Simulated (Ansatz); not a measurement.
Species: NbF, charge 0, multiplicity 5. The spin state was set by rule; other spins were not relaxed. 
Geometry from a B3LYP-D3(BJ)/def2-TZVP (Ansatz, an electronic-structure program) optimisation:
```
Nb
F 1 1.8876
```
Charge 0, spin multiplicity 5.

Property: vertical ionisation energy (to the quartet state of charge +1; each state is the SCF solution reached for its spin; for the quartet the Hartree-Fock reference is unstable and T1 is 0.028), in eV. Valence correlation only, unless marked. Open shells are spin-unrestricted. No spin-orbit coupling. Frozen are the shells of the preceding noble gas and the d and f shells that filled before the atom's block. In def2 rows, elements after Kr have scalar-relativistic effective core potentials. 

```tsv
level	program	vertical ionisation energy (eV)
PBE/def2-TZVPD	Ansatz	7.45
r2SCAN/def2-TZVPD	Ansatz	7.49
B3LYP/def2-TZVPD	Ansatz	7.46
PBE0/def2-TZVPD	Ansatz	7.48
wB97M-V/def2-TZVPD	Ansatz	7.27
CCSD/def2-TZVPPD	Ansatz	7.20
CCSD/def2-QZVPPD	Ansatz	7.23
CCSD(T)/def2-TZVPPD	Ansatz	7.15
CCSD(T)/def2-QZVPPD	Ansatz	7.19
```
